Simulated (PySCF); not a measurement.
Compound: W(NEt)Br4, C2H5Br4NW (singlet state).
Cartesian coordinates in Å at the PBE0-D3(BJ)/def2-SVP level; atoms count from 1:
```xyz
13
C2H5Br4NW angstrom
W      0.1186    0.0247   -1.9454
N      0.4009    0.0495   -0.2720
C      0.6212    0.0135    1.1266
C     -0.6848   -0.0449    1.9025
H      1.2529   -0.8684    1.3359
H      1.2132    0.9067    1.3938
H     -0.4706   -0.0775    2.9801
H     -1.3035    0.8386    1.6921
H     -1.2576   -0.9426    1.6304
Br     2.4128   -0.0321   -2.8545
Br     0.0774    2.4392   -2.5078
Br    -2.3497    0.0589   -2.1130
Br    -0.0003   -2.4178   -2.3465
```

The calculation used PBE0-D3(BJ)/def2-SVP geometry optimisation, gas phase, def2 core potentials past Kr in PySCF 2.14.0.

Q: Which atoms are bound to W1, and at what distances?

A: 5 atoms: N2 1.697 Å, Br10 2.468 Å, Br12 2.474 Å, Br13 2.478 Å, Br11 2.479 Å. The nearest atom not counted as bound is C3, at 3.11 Å.

Q: List the angles at W1.

A: 
```json
{"angle": "Br11–W1–Br13", "degrees": "157.3", "distance of the outer atoms (Å)": "4.86"}
{"angle": "Br10–W1–Br12", "degrees": "154.5", "distance of the outer atoms (Å)": "4.82"}
{"angle": "N2–W1–Br12", "degrees": "103.4", "distance of the outer atoms (Å)": "3.31"}
{"angle": "N2–W1–Br11", "degrees": "102.2", "distance of the outer atoms (Å)": "3.29"}
{"angle": "N2–W1–Br10", "degrees": "102.1", "distance of the outer atoms (Å)": "3.27"}
{"angle": "N2–W1–Br13", "degrees": "100.5", "distance of the outer atoms (Å)": "3.25"}
{"angle": "Br10–W1–Br13", "degrees": "87.8", "distance of the outer atoms (Å)": "3.43"}
{"angle": "Br12–W1–Br13", "degrees": "87.4", "distance of the outer atoms (Å)": "3.42"}
{"angle": "Br11–W1–Br12", "degrees": "87.4", "distance of the outer atoms (Å)": "3.42"}
{"angle": "Br10–W1–Br11", "degrees": "87.4", "distance of the outer atoms (Å)": "3.42"}
```

Q: What is the shape at W1?

A: Square pyramidal: τ5 = (β − α)/60° = 0.05 from the two widest angles, 157.3° and 154.5° (0 for a square pyramid, 1 for a trigonal bipyramid).

Q: What are the other bond lengths?

A: N2–C3 1.416 Å; C3–C4 1.520 Å; C3–H5, C3–H6 1.105 Å; C4–H7, C4–H8, C4–H9 1.099 Å.

Q: Give some angles away from the centre.

A: W1–N2–C3 177.6°, N2–C3–C4 111.8°.

Point group: near Cs, missed by 0.21 Å at most; the miss may be what the optimiser left on a soft mode. Charge 0, singlet. Stationary, but not proved a minimum.
